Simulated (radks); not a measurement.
Problem. The table gives one normalised radial function P(r) = r R(r) of Ca1.75+ in [Ar] 4s(up 0.25, down 0) (r in bohr). Calculated with a radial shooting solver on a logarithmic mesh with Libxc functionals: non-relativistic Kohn-Sham, r2SCAN, spin-polarised, spherical densities, point nucleus; meta-GGA in the generalised Kohn-Sham scheme.

| r | P |
|---|---|
| 0.01089 | 0.0090 |
| 0.01418 | 0.0147 |
| 0.01861 | 0.0243 |
| 0.02424 | 0.0390 |
| 0.03156 | 0.0615 |
| 0.04142 | 0.0962 |
| 0.05394 | 0.1443 |
| 0.07023 | 0.2088 |
| 0.09219 | 0.2908 |
| 0.12 | 0.3768 |
| 0.1563 | 0.4488 |
| 0.2035 | 0.4735 |
| 0.2672 | 0.4054 |
| 0.3479 | 0.2148 |
| 0.453 | -0.0951 |
| 0.5946 | -0.4803 |
| 0.7742 | -0.8046 |
| 1.008 | -0.9553 |
| 1.323 | -0.8733 |
| 1.723 | -0.6273 |
| 2.244 | -0.3478 |
| 2.921 | -0.1421 |
| 3.835 | -0.0385 |
| 4.993 | -0.0082 |
| 6.502 | -0.0008 |
| 8.534 | 0.0000 |
| 11.11 | 0.0000 |

Which n and l does it have? It may be an empty orbital.

Solution. n = 3, l = 1: the number of nodes gives n - l - 1 = 1, the rise at small r (about r^(l+1)) gives l, and the extent must fit the shell. The curve is that of 3p up; the table hardly tells the two spins apart. 3p up: eigenvalue -41.696 eV, 1 radial node at r = 0.421 bohr, <r> = 1.26 bohr, 90 % of the charge inside 1.94 bohr.
